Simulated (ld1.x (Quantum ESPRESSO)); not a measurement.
An all-electron radial function and its pseudo partner (iron (Fe))

Columns: radius, all-electron u(r) and pseudo u(r) of the 3d shell (level -5.48 eV) of iron in the configuration [Ne] 3s2 3p6 3d6.5 4s1.5 4p0; PBE, scalar-relativistic, RRKJ scheme, ld1.x (Quantum ESPRESSO) 7.5.

```json
{"r (bohr)": "0.082", "all-electron": "0.0425", "pseudo": "0.0038"}
{"r (bohr)": "0.165", "all-electron": "0.1926", "pseudo": "0.0300"}
{"r (bohr)": "0.248", "all-electron": "0.3858", "pseudo": "0.0951"}
{"r (bohr)": "0.330", "all-electron": "0.5636", "pseudo": "0.2040"}
{"r (bohr)": "0.413", "all-electron": "0.7060", "pseudo": "0.3538"}
{"r (bohr)": "0.495", "all-electron": "0.8051", "pseudo": "0.5254"}
{"r (bohr)": "0.578", "all-electron": "0.8664", "pseudo": "0.7005"}
{"r (bohr)": "0.660", "all-electron": "0.8949", "pseudo": "0.8517"}
{"r (bohr)": "0.742", "all-electron": "0.8993", "pseudo": "0.9627"}
{"r (bohr)": "0.825", "all-electron": "0.8862", "pseudo": "1.0232"}
{"r (bohr)": "0.908", "all-electron": "0.8614", "pseudo": "1.0310"}
{"r (bohr)": "0.990", "all-electron": "0.8295", "pseudo": "0.9952"}
{"r (bohr)": "1.072", "all-electron": "0.7935", "pseudo": "0.9304"}
{"r (bohr)": "1.155", "all-electron": "0.7550", "pseudo": "0.8514"}
{"r (bohr)": "1.238", "all-electron": "0.7158", "pseudo": "0.7731"}
{"r (bohr)": "1.320", "all-electron": "0.6775", "pseudo": "0.7053"}
{"r (bohr)": "1.402", "all-electron": "0.6402", "pseudo": "0.6504"}
{"r (bohr)": "1.485", "all-electron": "0.6039", "pseudo": "0.6061"}
{"r (bohr)": "1.568", "all-electron": "0.5692", "pseudo": "0.5693"}
{"r (bohr)": "1.650", "all-electron": "0.5366", "pseudo": "0.5366"}
{"r (bohr)": "1.733", "all-electron": "0.5055", "pseudo": "0.5055"}
{"r (bohr)": "1.815", "all-electron": "0.4765", "pseudo": "0.4765"}
{"r (bohr)": "1.898", "all-electron": "0.4489", "pseudo": "0.4489"}
{"r (bohr)": "1.980", "all-electron": "0.4233", "pseudo": "0.4233"}
{"r (bohr)": "2.062", "all-electron": "0.3992", "pseudo": "0.3992"}
{"r (bohr)": "2.145", "all-electron": "0.3763", "pseudo": "0.3763"}
```

(1) How many radial nodes do the two functions have?

(2) At about which radius was the pseudo-wave matched?

(3) Where does each function peak?

(4) Is the pseudo-wave norm-conserving?

Answers

(1) The all-electron 3d function has n − l − 1 = 0; the pseudo-wave has 0.

(2) 1.65 bohr, where the columns begin to agree (steps of 0.08 bohr).

(3) Outermost all-electron maximum near 0.74 bohr, pseudo maximum near 0.91 bohr (to the table’s step).

(4) Yes: the RRKJ scheme keeps the norm inside the radius equal to the all-electron one, which fixes the energy derivative of the logarithmic derivative at the level.
